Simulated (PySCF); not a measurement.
Species: C3H8BCl.
Z-matrix (Å and degrees, PBE0-D3(BJ)/def2-SVP geometry), rows numbered from 1:
```
B 
C   1  1.5565
C   2  1.5153  1  117.29
C   3  1.5141  2  113.39  1    69.72
Cl  3  1.8135  2  109.99  1  -168.08
H   1  1.2096  2  119.38  3  -171.72
H   1  1.2119  2  122.03  3    11.42
H   2  1.1052  1  111.32  3   129.31
H   2  1.1116  1  102.72  3  -120.74
H   3  1.1001  2  109.80  1   -53.72
H   4  1.0987  3  111.16  2   178.99
H   4  1.1022  3  109.77  2   -61.24
H   4  1.1005  3  110.62  2    58.49
```

Jobs on this species (13 atoms, 48 electrons) with PySCF (density fitting). Hardware of each: one thread, Arm Neoverse V1 (aarch64), shared host. The host was shared with other jobs, so the times are rough. Peak memory is the resident size of the whole Python process, interpreter and libraries included.

| level and settings | work | basis functions | SCF cycles | wall time | peak memory |
| --- | --- | --- | --- | --- | --- |
| PBE0/IGLO-III | shieldings, charges and field gradients | 264 | ? | ? | ? |
| KT2/pcSseg-2 | shieldings | 299 | ? | ? | ? |
| PBE/pcSseg-2 | shieldings | 299 | 14 | 50 s | 0.97 GiB |
| LC-wPBE/def2-SVPD | 10 singlets by full TDDFT, 4 Tamm–Dancoff triplets, polarisability, ΔSCF ions | 171 | 12 | 2.7 min | 0.80 GiB |
| LDA/pcSseg-2 | shieldings | 299 | 14 | 43 s | 1.1 GiB |
| PBE0/def2-SVPD | 10 singlets by full TDDFT, 4 Tamm–Dancoff triplets, polarisability, ΔSCF ions | 171 | 12 | 1.9 min | 0.78 GiB |
| PBE0/def2-SVP | 10 singlets by full TDDFT, 4 Tamm–Dancoff triplets, polarisability | 114 | 12 | 9.4 s | 0.61 GiB |
| OPBE/pcSseg-2 | shieldings | 299 | 15 | 53 s | 0.97 GiB |
| PBE0/aug-cc-pVDZ | shieldings, charges and field gradients | 191 | 12 | 18 s | 0.87 GiB |

Fill in the missing figures.

- PBE0/IGLO-III; shieldings, charges and field gradients: 28 s, 1.0 GiB, 13 SCF cycles
- KT2/pcSseg-2; shieldings: 53 s, 0.97 GiB, 15 SCF cycles

What do all jobs in the table cost together?

About 8.8 min; the longest takes about 31 % of that, and about 17 times as long as the shortest.
